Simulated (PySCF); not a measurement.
# Vibration and rotation of NaCa

ROHF-CCSD(T) constants of NaCa, ²Σ⁺ (doublet), unpaired electrons σ ↑ (PySCF, no relativity, basis sets Na 6-31G(d,p), Ca 6-31G(d,p); masses 22.9898 and 39.9626 u):

| Quantity | Value |
| --- | --- |
| ωe | 90.0 cm⁻¹ |
| ωexe | 1.72 cm⁻¹ |
| Be | 0.080775 cm⁻¹ |
| αe | 0.00143 cm⁻¹ |
| D (centrifugal) | 2.6e-07 cm⁻¹ |
| De to Na + Ca | 0.160 eV |

Task: Give the vibrational terms G(v) and spacings up to v = 6.

Result: G(v) = ωe(v+½) − ωexe(v+½)².

```tsv
v	G(v) (cm⁻¹)	G(v) − G(v−1)	Bv (cm⁻¹)
0	45		0.08006
1	131	87	0.07863
2	214	83	0.07720
3	294	80	0.07577
4	370	76	0.07434
5	443	73	0.07291
6	512	69	0.07148
```

Task: How well does the Morse estimate ωe²/(4ωexe) reproduce De, and what is D0?

Result: It gives 0.146 eV, 91 % of the computed De. D0 = De − G(0) = 0.160 − 0.006 = 0.154 eV.

Correlated steps freeze 6 core orbitals. The bond is weak. Basis-set superposition, not corrected here, can be much of De in a small basis, most of all at correlated wavefunction levels. The state is the lowest determinant that a PBE0 search found; another state may lie lower at other levels.
